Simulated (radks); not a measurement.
Results of a calculation; reference values are marked as such.
Problem. These are the eigenvalues of the occupied orbitals of an atom or ion with whole-number occupations (hartree). Code: a radial shooting solver on a logarithmic mesh with Libxc functionals. Model: Dirac Kohn-Sham, PBE, spin-unpolarised, spherical densities, finite nucleus; Fermi nuclear charge, rms radius of each element as measured or else 0.836 A^(1/3) + 0.57 fm.

| orbital | eigenvalue |
|---|---|
| 1s1/2 | -3050.048 |
| 2s1/2 | -540.1587 |
| 2p1/2 | -518.4191 |
| 2p3/2 | -446.8474 |
| 3s1/2 | -128.1682 |
| 3p1/2 | -118.3373 |
| 3p3/2 | -102.4843 |
| 3d3/2 | -86.14753 |
| 3d5/2 | -82.75045 |
| 4s1/2 | -28.17722 |
| 4p1/2 | -23.95473 |
| 4p3/2 | -20.12707 |
| 4d3/2 | -13.21161 |
| 4d5/2 | -12.49791 |
| 5s1/2 | -4.32895 |
| 4f5/2 | -3.60001 |
| 4f7/2 | -3.44593 |
| 5p1/2 | -2.93545 |
| 5p3/2 | -2.26435 |
| 5d3/2 | -0.40427 |
| 5d5/2 | -0.33683 |
| 6s1/2 | -0.25076 |

Which element is it, and in what charge state? The configuration may be excited.

Solution. Z = 80, mercury, charge 0: Hg in [Kr] 4d10 4f14 5s2 5p(1/2: 2, 3/2: 4) 5d10 6s2. The list shows which subshells hold electrons but not how many an open one holds; the 1s level, -3050 hartree, gives Z - s = 78.1 by -(Z - s)^2/2, which with screening and relativity narrows Z to a few neighbours, and the depths of the outer levels then fix element, charge and occupations together.
